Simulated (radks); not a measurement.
Values are calculated unless marked as measured or tabulated.
Hf XIV, 59 electrons, occupied as [Kr] 4d9 4f11 5s2 5p1 (not the ground configuration). Level of theory: scalar-relativistic Kohn-Sham, Wu-Cohen GGA, spin-polarised, spherical densities, finite nucleus; open shells are filled with parallel spins first (spin-orbit coupling, left out, can overturn this in heavy ions); Fermi nuclear charge, rms radius 5.347 fm (a radial shooting solver on a logarithmic mesh with Libxc functionals). Some entries of the table are withheld. Estimate them.

orbital,occ.,eigenvalue (hartree),<r^2> (bohr^2)
1s up,1,-2408.836,0.0004953
1s down,1,-2408.829,0.0004953
2s up,1,-420.7208,0.007643
2s down,1,-420.6893,0.007642
2p up,3,-370.8438,0.006283
2p down,3,-370.8162,0.006282
3s up,1,-103.9043,0.04977
3s down,1,-103.8159,0.04972
3p up,3,-88.99505,0.05038
3p down,3,-88.90486,0.05032
3d up,5,-71.32157,0.04182
3d down,5,-71.24084,0.04176
4s up,1,-29.00568,0.2427
4s down,1,-28.80957,0.2429
4p up,3,-24.05000,0.2731
4p down,3,-23.85849,0.2735
4d up,5,-17.63428,0.3108
4d down,4,-17.44614,0.3116
5s up,1,-10.97456,1.070
5s down,1,-10.83485,1.077
4f up,7,-10.44207,0.3777
4f down,4,-10.25753,0.3805
5p up,1,-9.41772,1.270
5p down,0,-9.28596,1.281
5d up,0,-7.35241,1.650
5d down,0,-7.23647,1.675
6s up,0,(1),3.403
6s down,0,(2),3.435

Answer. 
(1) 6s up eigenvalue (hartree): -5.80156
(2) 6s down eigenvalue (hartree): -5.73991
